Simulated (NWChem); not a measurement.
The numbers come from NWChem runs, not from measurements. System: H₂As, charge 0, spin multiplicity 2, at a geometry optimised with UPBE0/def2-SVP. The structure started from a generated list of species. Its SCF solution wasn't tested for a lower state. Level: ROCCSD(T)/def2-TZVP, 9 core orbitals frozen.

Output (cleaned and shortened):

```
             Northwest Computational Chemistry Package (NWChem) 7.3.0
             --------------------------------------------------------

                                NWChem Input Module
                                -------------------

 Scaling coordinates for geometry "geometry" by  1.889725989
 (inverse scale =  0.529177249)

 Turning off AUTOSYM since
 SYMMETRY directive was detected!

                             Geometry "geometry" -> ""
                             -------------------------

 Output coordinates in angstroms (scale by  1.889725989 to convert to a.u.)

  No.       Tag          Charge          X              Y              Z
 ---- ---------------- ---------- -------------- -------------- --------------
    1 As                  33.0000     0.00000000     0.00000000    -0.06139900
    2 H                    1.0000    -1.08875300     0.00000000     1.01307900
    3 H                    1.0000     1.08875300     0.00000000     1.01307900

 Effective nuclear repulsion energy (a.u.)      23.0752190404

            Nuclear Dipole moment (a.u.)
            ----------------------------
        X                 Y               Z
 ---------------- ---------------- ----------------
     0.0000000000     0.0000000000    -0.0000170075

      Symmetry information
      --------------------

 Group name             C2v
 Group number             16
 Group order               4
 No. of unique centers     2

      Symmetry unique atoms

     1    2


 Summary of "ao basis" -> "" (spherical)
 ------------------------------------------------------------------------------
       Tag                 Description            Shells   Functions and Types
 ---------------- ------------------------------  ------  ---------------------
 *                         def2-tzvp                  on all atoms

 Summary of "ao basis" -> "ao basis" (spherical)
 ------------------------------------------------------------------------------
       Tag                 Description            Shells   Functions and Types
 ---------------- ------------------------------  ------  ---------------------
 As                        def2-tzvp                16       48   6s5p4d1f
 H                         def2-tzvp                 4        6   3s1p

                                 NWChem SCF Module
                                 -----------------

  ao basis        = "ao basis"
  functions       =    60
  atoms           =     3
[...]
     2   0 2 0    -14.862908     -4.486374      0.000000
     2   0 1 1      0.000000     -0.000000      0.000000
     2   0 0 2    -15.323824     -1.495574      7.774431

                   NWChem Extensible Many-Electron Theory Module
                   ---------------------------------------------


            General Information
            -------------------
      Number of processors :     1
         Wavefunction type : Restricted open-shell Hartree-Fock
          No. of electrons :    35
           Alpha electrons :    18
            Beta electrons :    17
           No. of orbitals :   120
            Alpha orbitals :    60
             Beta orbitals :    60
        Alpha frozen cores :     9
         Beta frozen cores :     9
     Alpha frozen virtuals :     0
      Beta frozen virtuals :     0
         Spin multiplicity : doublet
    Number of AO functions :    60
       Number of AO shells :    24
        Use of symmetry is : on
      Symmetry adaption is : on
         Schwarz screening : 0.10D-09

          Correlation Information
          -----------------------
          Calculation type : Coupled-cluster singles & doubles w/ perturbation
   Perturbative correction : (T)
            Max iterations :      100
        Residual threshold : 0.10D-05
     T(0) DIIS level shift : 0.00D+00
     L(0) DIIS level shift : 0.00D+00
     T(1) DIIS level shift : 0.00D+00
     L(1) DIIS level shift : 0.00D+00
     T(R) DIIS level shift : 0.00D+00
     T(I) DIIS level shift : 0.00D+00
   CC-T/L Amplitude update :  5-th order DIIS
                I/O scheme : Global Array Library
        L-threshold :  0.10D-05
        EOM-threshold :  0.10D-05
 no EOMCCSD initial starts read in
 TCE RESTART OPTIONS
 SLICE:      F
 D4D5:       F
 quantumc:   F
 qrotation:  F
 pwtce:      F
 qducc:      F
 nacto:                         0
 nrotv:                         0
 nrot:                          0

            Memory Information
            ------------------
          Available GA space size is     249029600 doubles
          Available MA space size is     104850588 doubles

 Maximum block size supplied by input
 Maximum block size        24 doubles

 tile_dim =     17

 -------------------------------------------------

 Global array virtual files algorithm will be used

 Parallel file system coherency ......... OK

 4-electron integrals stored in orbital form

 v2    file size   =           459964
 4-index algorithm nr.  13 is used
 imaxsize =       30
 imaxsize ichop =        0


CCSD iterations
 ---------------------------------------------------------
 Iter          Residuum       Correlation     Cpu    Wall
 ---------------------------------------------------------
    1   0.1405684508571  -0.2552568726739     0.9     0.9
    2   0.0311955832664  -0.2611435172133     0.7     0.7
    3   0.0110775600139  -0.2661066729783     0.7     0.7
    4   0.0046676368153  -0.2668877070947     0.6     0.6
    5   0.0021573706297  -0.2673416182369     0.6     0.6
    6   0.0005854483760  -0.2675793847829     0.6     0.6
    7   0.0002427553949  -0.2676039906745     0.7     0.7
    8   0.0001261768925  -0.2676066152860     0.6     0.6
    9   0.0000705639484  -0.2676077757518     0.7     0.7
   10   0.0000402185976  -0.2676090940524     0.7     0.7
   11   0.0000057113687  -0.2676109213664     0.6     0.6
   12   0.0000022772028  -0.2676109327008     0.7     0.7
   13   0.0000012670218  -0.2676110268843     0.6     0.6
   14   0.0000007420677  -0.2676110249204     0.7     0.7
 -----------------------------------------------------------------
 Iterations converged
 CCSD correlation energy / hartree =        -0.267611024920419
 CCSD total energy / hartree       =     -2235.604938392531949

 Singles contributions

 Doubles contributions
 CCSD(T)
 Using plain CCSD(T) code
             total no. of tasks         1850
 total no. of tasks / no. procs         1850
                         wl_min            1           1.0
                         wl_max       314432           8.2
        thresh for no. of tasks         1850

 CCSD[T]  correction energy / hartree =        -0.008975991121185
 CCSD[T] correlation energy / hartree =        -0.276587016041604
 CCSD[T] total energy / hartree       =     -2235.613914383653082
 CCSD(T)  correction energy / hartree =        -0.008435417773463
 CCSD(T) correlation energy / hartree =        -0.276046442693882
 CCSD(T) total energy / hartree       =     -2235.613373810305347

 Task  times  cpu:       21.3s     wall:       21.3s

 Total times  cpu:       21.4s     wall:       21.4s
```

Write an NWChem input that would produce this output.

This is not unique; one that fits is 
```
start mol
memory heap 100 mb stack 700 mb global 1900 mb
geometry units angstroms nocenter noautoz
  As     0.000000     0.000000    -0.061399
  H     -1.088753     0.000000     1.013079
  H      1.088753     0.000000     1.013079
  symmetry group C2v
end
basis spherical
  * library def2-tzvp
end
scf
  rohf
  nopen 1
  maxiter 100
  thresh 1e-7
  semidirect memsize 60000000 filesize 0
  # guess.movecs holds the orbitals of an unrestricted PBE0 run
  vectors input guess.movecs output mol.movecs
end
tce
  freeze core 9
  ccsd(t)
  2eorb
  2emet 13
  thresh 1e-6
  maxiter 100
  tilesize 24
end
task tce energy
```
